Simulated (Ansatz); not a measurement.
Species: SnHCl2, charge 0, doublet. SnHCl2 (SMILES [Cl][SnH][Cl], doublet).
B3LYP-D3(BJ)/def2-TZVP minimum from Ansatz (a first-principles code):
```xyz
4

Sn    -0.3931    -0.2758     0.2898
Cl    -0.3536     2.0324    -0.2164
Cl     1.5163    -1.1977    -0.7543
H     -0.1117    -0.3998     2.0126
```
Charge 0, spin multiplicity 2.

Atomisation energy term by term, kcal/mol (programs: Ansatz). Open shells are spin-unrestricted; no spin-orbit coupling. Correlated methods leave the cores frozen (noble-gas shells, and filled d and f shells in the p block). Past Kr the def2 sets carry scalar-relativistic core potentials. CBS(X,Y): correlation extrapolated as X^-3, Hartree-Fock from the larger set. A bracket is a step between two methods taken in the basis named. For partners of very few electrons the exact lower level stands in for a higher one. Spin-orbit terms, left out, reach several kcal/mol for Br and I, and more for heavier atoms.

| term | basis | kcal/mol |
|---|---|---|
| Hartree-Fock | def2-QZVPP | 151.38 |
| CCSD correlation | CBS(def2-TZVPP,def2-QZVPP) | 59.68 |
| (T) | CBS(def2-TZVPP,def2-QZVPP) | 6.29 |
| CCSDT(Q) - CCSD(T) | def2-SVP | 0.59 |
| sum: De |  | 217.9 |
